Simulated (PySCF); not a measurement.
A calculated (MN15, PySCF 2.14, x2c-QZVPPall with one added diffuse shell each of s, p, d, f type, scalar relativity by spin-free X2C-1e) atom or ion has these occupied shells.

| shell | electrons | orbital energy (eV) | rms radius, mean of both spins (bohr) |
| --- | --- | --- | --- |
| 1s α | 1 | -14181.8 | 0.0478 |
| 1s β | 1 | -14181.7 | 0.0478 |
| 2s α | 1 | -1887.9 | 0.200 |
| 2s β | 1 | -1887.3 | 0.200 |
| 2p α | 3 | -1690.3 | 0.177 |
| 2p β | 3 | -1690.1 | 0.177 |
| 3s α | 1 | -300.35 | 0.577 |
| 3s β | 1 | -300.32 | 0.577 |
| 3p α | 3 | -237.84 | 0.588 |
| 3p β | 3 | -237.65 | 0.588 |
| 3d α | 5 | -126.86 | 0.613 |
| 3d β | 5 | -126.68 | 0.613 |
| 4s α | 1 | -63.816 | 1.57 |
| 4s β | 1 | -58.696 | 1.57 |
| 4p α | 3 | -47.465 | 1.75 |

Problem. Name the element and its charge.

Solution. Kr³⁺ (krypton, charge +3), in [Ar] 3d10 4s2 4p3, high-spin 4S determinant.
